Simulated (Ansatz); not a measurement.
**What each rung costs, and what it gives**

Saddle point of SiH3BrCl2, singlet (SiH₂Cl₂ ([Cl][SiH2][Cl]) + HBr → SiHBrCl₂ ([Cl][SiH]([Cl])[Br]) + H₂; bonds formed: Si1–Br7, H2–H6; bonds broken: Si1–H2, H6–Br7), PBE0-D4/def2-TZVP structure:

| atom | x (Å) | y (Å) | z (Å) |
| --- | --- | --- | --- |
| Si1 | -0.0299 | -0.4705 | 0.0067 |
| H2 | -0.5568 | 0.9483 | 0.7276 |
| Cl3 | -1.1293 | -0.6582 | -1.6728 |
| Cl4 | -1.1500 | -1.3284 | 1.5254 |
| H5 | 1.2222 | -1.2147 | 0.1397 |
| H6 | 0.1167 | 1.3096 | 0.2241 |
| Br7 | 1.5270 | 1.4137 | -0.9505 |

Barriers are electronic and count from the start structure reached by relaxing down the imaginary mode.

Ansatz 0.2.0; basis: as named in each row; cores frozen in the correlated methods. Filled d shells of the heavier atoms are correlated. The def2 sets are not built for correlating such inner shells, so the correlated values are less sure here. B3LYP uses VWN-RPA correlation. Extrapolation: Hartree–Fock as exp(−7.88 √X), correlation as X^−2.97.

Times are rough, for one single point on 4 threads of a shared host (Arm Neoverse V1).

The estimate by CCSD(T) at an estimated basis limit (MP2 extrapolated from triple and quadruple zeta, plus CCSD(T) − MP2 in triple zeta) is 39.37 kcal/mol.

| method | basis | time (s) | barrier (kcal/mol) | method less estimate |
| --- | --- | --- | --- | --- |
| HF | STO-3G | under 1 | 105.90 | 66.53 |
| PBE-D4 | STO-3G | under 1 | 64.61 | 25.24 |
| SPW92 | def2-SVP | under 1 | 25.67 | -13.70 |
| PBE-D4 | def2-SVP | under 1 | 32.15 | -7.22 |
| B3LYP-D4 | 6-31G | under 1 | 54.15 | 14.78 |
| PBE0-D4 | def2-SVP | 1 | 36.66 | -2.71 |
| SPW92 | def2-TZVPP | 1 | 23.76 | -15.61 |
| PBE-D4 | def2-TZVPP | 2 | 29.87 | -9.50 |
| BLYP-D4 | def2-TZVPP | 2 | 35.16 | -4.21 |
| BHLYP-D4 | def2-TZVPP | 3 | 42.74 | 3.37 |
| B3LYP-D4 | def2-TZVPP | 3 | 38.06 | -1.31 |
| CAM-B3LYP-D4 | def2-TZVPP | 3 | 40.89 | 1.52 |
| CCSD(T) | def2-SVP | 4 | 48.73 | 9.36 |
| PBE0-D4 | def2-TZVPP | 4 | 33.95 | -5.42 |
| r2SCAN-D4 | def2-TZVPP | 4 | 32.84 | -6.53 |
| RPA on PBE | def2-TZVPP | 4 | 43.08 | 3.71 |
| wB97M-V | def2-SVP | 5 | 41.02 | 1.65 |
| r2SCAN0-D4 | def2-TZVPP | 6 | 35.58 | -3.79 |
| B2PLYP | def2-TZVPP | 6 | 40.10 | 0.73 |
| PBE-QIDH | def2-TZVPP | 6 | 37.62 | -1.75 |
| wB97X-V | def2-TZVPP | 8 | 40.56 | 1.19 |
| B97M-V | def2-TZVPP | 8 | 37.71 | -1.66 |
| wB97M-V | def2-TZVPP | 10 | 38.75 | -0.62 |
| MP2 | def2-QZVPP | 16 | 37.82 | -1.55 |
| CCSD(T) | def2-TZVPP | 110 | 41.81 | 2.44 |

All methods are single points on the PBE0-D4 structures.

The T1 diagnostic stays at or below 0.010.

Labels in which every atom is bracketed show which atoms are joined, not bond orders.
